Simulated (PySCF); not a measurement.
Planning a core-ionisation job on `N#C/C=N\[SiH2][SiH3]`.

Method: delta-SCF UKS SCAN, pcX-1 on the ionised atom, pcseg-1 elsewhere, spin-free X2C (PySCF 2.14.0). Geometry: PBE0-D3(BJ)/def2-SVP. Work: ΔSCF core ionisation, 8 holes, density fitting. The input is one job of a driver script: a line of settings, then coordinates in Å.

Command:
```bash
OMP_NUM_THREADS=1 python probes_run.py task.json out
```

Input:
```
{"job": {"kind": "xps", "basis": "pcX-1"}, "charge": 0, "multiplicity": 1}
N      2.140119     1.460468    -1.784361
C      1.953602     0.845729    -0.819751
C      1.697719     0.075459     0.387693
N      0.749189    -0.746100     0.538094
Si    -0.550801    -1.191116    -0.571765
Si    -2.445674    -0.080154     0.252614
H      2.416258     0.265700     1.205205
H     -0.702027    -2.669830    -0.468940
H     -0.272578    -0.811273    -1.994359
H     -2.642594    -0.419315     1.693410
H     -3.650813    -0.494949    -0.528353
H     -2.247801     1.394342     0.110309
```

Hardware: one thread, Arm Neoverse V1 (aarch64) (shared host). PySCF's memory limit was set to 1760 MB.

**Question.** How large is the largest of the mixed bases?

**Answer.** 144 functions.

**Question.** What wall time should be expected on this hardware?

**Answer.** About 45 s. The run took 143 SCF cycles in all, 5.6 s a hole on average.

**Question.** Estimate the peak memory.

**Answer.** About 0.54 GiB. Peak memory is the resident size of the whole Python process, interpreter and libraries included.

**Question.** At this speed, how long would 1000 such jobs take on 16 cores, one job a core?

**Answer.** 1000/16 gives 63 rounds of 45 s, about 47 min of wall time and 12 core-hours, if the jobs don't slow each other.

Times come from a shared host and carry two figures at best.
